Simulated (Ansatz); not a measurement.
Stepwise reaction of `[Cl][GeH]([Cl])[GeH3]` with hydrogen, as a gas-phase model of exchange steps in deposition or etching. ΔE in kJ/mol; ΔG adds harmonic PBE0-D4 terms to CCSD(T)/CBS, at 1 bar.

Computed with Ansatz on PBE0-D4/def2-TZVP structures; ΔE is electronic, products minus reactants. CBS: MP2 limit from def2 TZ/QZ plus the TZ coupled-cluster correction, frozen cores. This one scheme is used for every species. Functionals use def2-TZVPP. B3LYP here is the variant with VWN-RPA as its local correlation; programs differ in this. For Ge outer-core shells are correlated without core-valence functions, which leaves a few kJ/mol of doubt a bond. Scalar relativity is left out up to krypton.

| step | reaction | PBE-D4 | B3LYP-D4 | ωB97M-V | CCSD(T)/CBS | ΔG(400 K) |
| --- | --- | --- | --- | --- | --- | --- |
| 2 | `[Cl][GeH2][GeH3]` + H₂ → `[GeH3][GeH3]` + HCl | 51.6 | 53.1 | 51.0 | 49.6 | 51.1 |

Question: Give the row of step 1, `[Cl][GeH]([Cl])[GeH3]` + H₂ → `[Cl][GeH2][GeH3]` + HCl. (Best estimate.)

Answer: The calculation gave: 
```
step                                                 reaction  PBE-D4  B3LYP-D4  ωB97M-V  CCSD(T)/CBS  ΔG(400 K)
   1  `[Cl][GeH]([Cl])[GeH3]` + H₂ → `[Cl][GeH2][GeH3]` + HCl    60.3      60.5     57.6         56.2       51.6
```

Question: By hand: ΔE of the 2 steps together at CCSD(T)/CBS.

Answer: (56.2) + (49.6) = 105.8 kJ/mol, or 52.9 kJ/mol a step.

In ΔE each step is lower than the one before. All are uphill at CCSD(T)/CBS. ΔG lies between 51.1 and 51.6 kJ/mol a step. PBE-D4 differs from CCSD(T)/CBS by 2.0 to 4.1 kJ/mol a step. Isolated molecules leave out the surface, adducts and barriers. Largest T1 diagnostic: 0.012.
